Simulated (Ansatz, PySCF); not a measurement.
Here is a job for Ansatz (a quantum-chemistry and plane-wave program).
Ansatz 0.2 input:
```yaml
crystal:
  periodic: [false, false, false]
  atoms:
    - {symbol: C, position_ang: [1.94619892, 0.86606572, 0.18885141]}
    - {symbol: O, position_ang: [0.59022519, 0.52583716, 0.28955219]}
    - {symbol: C, position_ang: [0.15628695, -0.35495568, -0.72677514]}
    - {symbol: C, position_ang: [-1.29230339, -0.62643041, -0.51925532]}
    - {symbol: O, position_ang: [-1.82019372, -0.49210313, 0.72964401]}
    - {symbol: H, position_ang: [2.15863515, 1.37589211, -0.75851598]}
    - {symbol: H, position_ang: [2.16141740, 1.53677599, 1.01835714]}
    - {symbol: H, position_ang: [2.58511519, -0.02316283, 0.26128712]}
    - {symbol: H, position_ang: [0.76405915, -1.28675436, -0.68747395]}
    - {symbol: H, position_ang: [0.32260412, 0.08736248, -1.72414028]}
    - {symbol: H, position_ang: [-1.82534441, -1.30066663, -1.16232094]}
    - {symbol: H, position_ang: [-1.18783320, 0.03260304, 1.24231141]}
basis:
  gaussian:
    orbitals: STO-3G
hamiltonian:
  xc: cam_b3lyp
magnetization: {spin_polarized: true, initial_magnetization: 1}
accuracy: high
```

Q: Write the same job for PySCF.

A: One answer among several that fit: 
```python
from pyscf import gto, scf, dft

mol = gto.Mole()
mol.atom = '''
    C     1.946199    0.866066    0.188851
    O     0.590225    0.525837    0.289552
    C     0.156287   -0.354956   -0.726775
    C    -1.292303   -0.626430   -0.519255
    O    -1.820194   -0.492103    0.729644
    H     2.158635    1.375892   -0.758516
    H     2.161417    1.536776    1.018357
    H     2.585115   -0.023163    0.261287
    H     0.764059   -1.286754   -0.687474
    H     0.322604    0.087362   -1.724140
    H    -1.825344   -1.300667   -1.162321
    H    -1.187833    0.032603    1.242311
'''
mol.basis = 'sto-3g'
mol.charge = 0
mol.spin = 1
mol.verbose = 4
mol.build()

mf = dft.UKS(mol)
mf.xc = 'camb3lyp'
mf.grids.atom_grid = (99, 590)
mf.grids.prune = None
mf.kernel()
```

Both were run: Ansatz gave -265.229782 Eh and PySCF -265.229781 Eh, 0.000 mEh apart.
